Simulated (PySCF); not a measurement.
SMILES C=C[SiH](C)F (C3H7FSi), singlet, PBE0/def2-SVP optimised geometry.

```
12

Si    -0.02    -1.57     0.00
C     -0.61    -2.50     1.50
F      1.62    -1.57     0.00
C     -0.55     0.21     0.00
C      0.34     1.22    -0.01
H     -0.45    -2.27    -1.25
H     -1.71    -2.53     1.53
H     -0.25    -3.54     1.50
H     -0.26    -2.01     2.43
H     -1.62     0.45     0.01
H      1.41     1.03    -0.03
H      0.02     2.27    -0.01
```

Density from PBE0/def2-TZVP run with PySCF at that geometry.

Minimum of the electron density along straight lines between bonded atoms, close to the bond critical point (lines longer than 1.1 times the sum of covalent radii, or with two minima, are not listed):

```tsv
bond	length / Å	ρ at the minimum / e bohr⁻³	∇²ρ there / e bohr⁻⁵	position (fraction from the first atom)
Si1–C2	1.864	0.125	0.19	0.39
Si1–F3	1.635	0.127	0.86	0.42
Si1–C4	1.861	0.125	0.20	0.39
C4–C5	1.338	0.344	-1.03	0.50
Si1–H6	1.493	0.122	0.13	0.49
C2–H7	1.102	0.265	-0.86	0.64
C2–H8	1.101	0.266	-0.87	0.64
C2–H9	1.101	0.266	-0.87	0.64
C4–H10	1.099	0.272	-0.92	0.64
C5–H11	1.096	0.279	-0.98	0.65
C5–H12	1.096	0.278	-0.97	0.65
```
